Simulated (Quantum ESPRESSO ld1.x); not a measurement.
Q: La+, configuration [Xe] 5d2. Calculated with ld1.x of Quantum ESPRESSO 7.5: Dirac Kohn-Sham, LDA (Slater exchange, Hedin-Lundqvist correlation), spin-unpolarised, spherical densities, point nucleus; open shells are shared between the two j in proportion to 2j + 1.

Spin-orbit splittings of the eigenvalues, e(l+1/2) - e(l-1/2), with zeta = 2 splitting/(2l+1) and mean radii in bohr:

| shell | occ. | splitting (eV) | zeta (eV) | <r> j=l-1/2 | <r> j=l+1/2 |
|---|---|---|---|---|---|
| 2p | 6 | 412.6 | 275.1 | 0.08994 | 0.09604 |
| 3p | 6 | 80.37 | 53.58 | 0.2750 | 0.2870 |
| 3d | 10 | 17.21 | 6.885 | 0.2579 | 0.2617 |
| 4p | 6 | 17.23 | 11.48 | 0.6749 | 0.7022 |
| 4d | 10 | 2.987 | 1.195 | 0.7627 | 0.7724 |
| 5p | 6 | ? | ? | 1.757 | 1.841 |
| 5d | 2 | 0.1933 | 0.07734 | 2.865 | 2.916 |

Estimate the 5p splitting.

A: 2.527 eV (zeta = 1.685 eV).
